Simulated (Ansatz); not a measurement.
`C[SiH2]/C(F)=C\F` at its PBE0-D4/def2-TZVP geometry, where that method's forces vanish. The species carries charge 0 and has multiplicity 1.

```
atom   x (Å)   y (Å)   z (Å)
  C1  -1.400  -0.254   1.330
 Si2  -0.812   0.058  -0.413
  C3   1.027  -0.309  -0.526
  F4   1.382  -1.570  -0.163
  C5   2.022   0.485  -0.897
  F6   1.802   1.745  -1.272
  H7  -2.481  -0.115   1.401
  H8  -1.167  -1.277   1.634
  H9  -0.918   0.430   2.031
 H10  -1.018   1.465  -0.832
 H11  -1.504  -0.851  -1.364
 H12   3.066   0.192  -0.928
```

Task: For each bond, give half the difference of the two atoms' forces along it (eV/Å; positive pushes the atoms apart) under PBE-D4, r2SCAN-D4, B3LYP-D4, ωB97M-V in def2-TZVPP. (Best estimate.)

Result: Ansatz gave: 
```csv
bond,length (Å),PBE-D4,r2SCAN-D4,B3LYP-D4,ωB97M-V
C1–Si2,1.866,0.01,0.02,0.12,0.04
C1–H7,1.092,0.10,-0.02,-0.04,-0.04
C1–H8,1.092,0.11,-0.01,-0.04,-0.04
C1–H9,1.092,0.11,-0.01,-0.04,-0.04
Si2–C3,1.879,-0.29,-0.22,-0.04,0.05
Si2–H10,1.483,0.07,-0.01,-0.11,-0.13
Si2–H11,1.487,0.08,-0.01,-0.10,-0.14
C3–F4,1.359,0.47,0.36,0.42,0.36
C3–C5,1.326,0.32,0.13,-0.13,-0.27
C5–F6,1.334,0.44,0.29,0.43,0.40
C5–H12,1.085,-0.08,-0.18,-0.20,-0.14
```

B3LYP here is the variant with VWN-RPA as its local correlation; programs differ in this.
